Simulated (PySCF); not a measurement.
**Correlation energy of B (boron, neutral)**

[He] 2s1 2p2, high-spin 4P determinant (an excited configuration). Calculation: PySCF 2.14, in aug-cc-pCVTZ-DK with one added diffuse shell each of s, p, d, f type (8s7p5d3f, 75 functions); scalar relativity by spin-free X2C-1e. Frozen: nothing; 5 electrons correlated.

| level | correlation energy (mhartree) |
| --- | --- |
| CCSD | -62.21 |
| (T) | -0.19 |
| CCSD(T) | -62.40 |

Diagnostics: T1 = 0.0031, D1 = 0.0057, largest double amplitude 0.036.

Problem. Is a single reference adequate?

Solution. Yes: T1 lies below 0.03 and no double amplitude reaches 0.07.
